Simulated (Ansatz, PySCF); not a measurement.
Gas-phase reaction (SMILES): FCC(F)(F)F → F atom + [CH2]C(F)(F)F; the C-F bond at the site shown breaks (other sites are not compared here).

Each molecule is optimised on its own at B3LYP-D3(BJ)/def2-TZVP (Ansatz, an electronic-structure program), one conformer each, not searched for the lowest. Correlated levels leave the core frozen unless marked. Open shells are spin-unrestricted. Spin-orbit coupling is left out. Non-relativistic. Basis-set limits of correlation are two-point, X^-3; Hartree-Fock from the larger set. Thermal terms are rigid-rotor harmonic-oscillator values from B3LYP-D3(BJ) frequencies (Ansatz or PySCF) at 298.15 K and 1 atm. 1 Eh = 627.5095 kcal/mol. Atoms have translation alone.

```json
[
 {"species": "FCC(F)(F)F", "E, CCSD(T)/CBS(cc-pVTZ,cc-pVQZ) (Ansatz) (Eh)": "-476.45539", "E, PBE0-D4/def2-TZVPD (Ansatz + dftd4) (Eh)": "-476.53928", "H - E (Eh)": "0.05153"},
 {"species": "F atom", "E, CCSD(T)/CBS(cc-pVTZ,cc-pVQZ) (Ansatz) (Eh)": "-99.66606", "E, PBE0-D4/def2-TZVPD (Ansatz + dftd4) (Eh)": "-99.67703", "H - E (Eh)": "0.00236"},
 {"species": "[CH2]C(F)(F)F", "E, CCSD(T)/CBS(cc-pVTZ,cc-pVQZ) (Ansatz) (Eh)": "-376.60681", "E, PBE0-D4/def2-TZVPD (Ansatz + dftd4) (Eh)": "-376.68536", "H - E (Eh)": "0.04338"}
]
```

**Question.** Work out ΔE and ΔH at 298.15 K at the first level, then ΔH at the second.

**Answer.** 
1. ΔE = [(-99.66606) + (-376.60681)] - [(-476.45539)] = 0.18252 Eh = 114.5 kcal/mol at CCSD(T)/CBS(cc-pVTZ,cc-pVQZ).
2. The terms H - E add up to -0.00579 Eh, so ΔH = (0.18252 + (-0.00579))×627.5095 = 110.9 kcal/mol.
3. At PBE0-D4/def2-TZVPD the same steps give ΔE = 111.0 and ΔH = 107.4 kcal/mol, a shift of -3.5 from the first level.
4. These values are not checked against measurement here, since the tables used lack a sound gas-phase enthalpy of formation for at least one species.
